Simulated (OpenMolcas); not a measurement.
## Lines of Se²⁺: computed and rescaled rates

```
Program             : OpenMolcas 26.06
Method              : MS-RASPT2, IPEA 0.25 Eh, imaginary shift 0.1 Eh (closed shells correlated: 3d)
Basis               : ANO-RCC-VTZP [6s5p3d1f]
Scalar Hamiltonian  : DKH2, point nucleus
Active space        : 4 electrons in 9 orbitals (RAS2 4s 4p; RAS3 4d, at most 2 electrons)
State averaging     : 2S+1 = 3 even, 6 roots; 2S+1 = 1 even, 12 roots; 2S+1 = 5 odd, 1 root; 2S+1 = 3 odd, 8 roots; 2S+1 = 1 odd, 8 roots
Spin-orbit coupling : state interaction with AMFI integrals over the reference wave functions, term energies averaged over their components
```

Rates come from the transition moments of the reference wave functions (E1 and E2 in the length form). At fixed line strength A goes as λ^-3 for E1 and M1 and as λ^-5 for E2, so a rate at the computed wavelength can be rescaled to the measured one. Measured vacuum wavelengths follow from level energies in Moore, Atomic Energy Levels, vol. II, NSRDS-NBS 35 (1971 reprint of NBS Circular 467, 1952). Branching counts decays inside the model space alone, at computed energies, and the table is only a selection of the M1 lines, drawn from those between levels with measured partners whose computed energy lies within a factor of 1.5 of the measured one.

```tsv
Upper	Lower	Type	λ computed (nm)	λ measured (nm)	A computed (s-1)	A rescaled (s-1)	Branching %
4s2 4p2 1D2	4s2 4p2 3P2	M1	1035	1100	1.04e+00		61.8
4s2 4p2 1D2	4s2 4p2 3P1	M1	854.1	885.7	6.37e-01		37.7
4s2 4p2 3P2	4s2 4p2 3P1	M1	4891	4554	1.12e-01	1.39e-01	99.9
4s2 4p2 3P1	4s2 4p2 3P0	M1	6465	5744	6.60e-02	9.41e-02	100.0
```

Spin-changing lines and M1 lines between different terms are not rescaled, since their strength hangs on the term gaps too.

The largest correction is for 4s2 4p2 3P1 → 4s2 4p2 3P0 (M1): 6.60e-02 × (6465 / 5744)^3 = 9.41e-02 s-1, a factor of 1.43.

No measured rate stands beside these. Rescaling mends the energy factor alone: line strengths can still be far off where a level mixes with configurations outside the active space, and weak or spin-changing lines hang on small mixing coefficients that depend on the term gaps too, so rescaling need not improve them.

Term energies are means over components that CASPT2 splits; among the terms shown or strongly mixed into the levels shown the widest spread is 20 cm-1 (4s2 4p2 1D). The run also gave levels led by 4s 4p2 4d, 4s2 4p 4d, which use shells meant for correlation; these and all levels above them are left out. Measured partners are found by configuration, term and J. A level has none where our copy of the source lacks it or the pairing is in doubt (some pairs that miss far off the trend of their configuration count as doubtful). Only configurations of the active space appear.
